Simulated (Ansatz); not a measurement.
A run on C₂H₈InN, SMILES `C[NH][InH][CH3]` with other settings.

```yaml
crystal:
  periodic: [false, false, false]
  atoms:
    - {symbol: C, position_ang: [-0.665694, 2.217919, 0.207964]}
    - {symbol: N, position_ang: [-0.652786, 0.791358, -0.002931]}
    - {symbol: In, position_ang: [0.919637, -0.469397, 0.096875]}
    - {symbol: C, position_ang: [0.462391, -2.528715, -0.285483]}
    - {symbol: H, position_ang: [-1.308583, 2.518555, 1.046977]}
    - {symbol: H, position_ang: [-1.002917, 2.775623, -0.676791]}
    - {symbol: H, position_ang: [0.342889, 2.571111, 0.439470]}
    - {symbol: H, position_ang: [-1.566561, 0.425452, -0.221607]}
    - {symbol: H, position_ang: [2.393745, 0.324896, 0.480284]}
    - {symbol: H, position_ang: [-0.579103, -2.635993, -0.589349]}
    - {symbol: H, position_ang: [0.629635, -3.124068, 0.613654]}
    - {symbol: H, position_ang: [1.104249, -2.921944, -1.075064]}
basis:
  gaussian: {orbitals: def2-SVPD}
hamiltonian: {xc: {name: revPBE}, dispersion: d3bj, pseudopotentials: {relativity: scalar}}
```

```sh
$ ansatz run in.yaml --threads 4 --pin off --events-out ev --progress --plain --max-ram 10444MiB
```

Shortened log:

```
Functional definition: revPBE
1378 factors; their error is unknown
mean field evaluation 1: about -8849.2995 eV, gradient 8.5e1 eV
mean field evaluation 2: about -8770.0318 eV, gradient 1.7e2 eV
mean field evaluation 4: about -8866.3422 eV, gradient 1.7e1 eV
mean field evaluation 8: about -8867.0467 eV, gradient 8.9e-2 eV
mean field evaluation 16: about -8866.9879 eV, gradient 5.0e-5 eV
mean field -8866.98788426 eV, -325.8557944861 hartree, gradient 5.0e-5 eV, S^2 0.000000; 0 other end points of the search recorded, 0 dependent functions left out
reference -8866.98796049 eV, -325.8557972877 hartree; 24, 24 occupied and 132, 132 virtual orbitals, 1378 factors
Total energy: -8867.48961233 eV, -325.8742326527 hartree
Relativity: scalar
```

Run time 1.5 s (4 threads of an Intel Xeon Platinum 8375C on a shared host); peak host memory 0.21 GiB.
